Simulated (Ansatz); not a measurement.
Born–Oppenheimer molecular dynamics of ClHOZn (4 atoms, charge 0, multiplicity 1). It starts from a relaxed structure.

Level of theory: Ansatz 0.2.0, RKS B3LYP/def2-mTZVP.

```yaml
ensemble: NVE (velocity Verlet)
time_step: 0.5 fs
steps_asked: 500
starting_velocities_drawn_for: 700 K
seed: 851411
```

First frame:

```xyz
4
Properties=species:S:1:pos:R:3
Zn 0.017 -0.061 0.048
Cl -0.010 0.035 2.156
O 0.007 -0.025 -1.734
H 0.241 -0.867 -2.146
```

Question: How far do the bonds stretch over the last three quarters of this one trajectory? (Pairs bonded in most of those frames.)

Answer: 
| bond | mean (Å) | spread (Å) | shortest | longest |
| --- | --- | --- | --- | --- |
| Zn1–Cl2 | 2.115 | 0.077 | 2.00 | 2.25 |
| Zn1–O3 | 1.786 | 0.051 | 1.70 | 1.88 |
| O3–H4 | 0.969 | 0.024 | 0.93 | 1.00 |

Mean temperature of the second half: 358 K. The conserved energy stayed within 0.28 meV per atom of its start (net change 0.2 meV per atom), so the integration is sound. Over the second half the temperature averaged 0.51 of the 700 K drawn at the start: a run that starts near a minimum puts about half its kinetic energy into the potential. A run of 0.25 ps of so small a system gives no equilibrium averages.

Time of the run: 12 min on 2 threads of Arm Neoverse V2, on a shared host, peak memory 0.16 GiB.
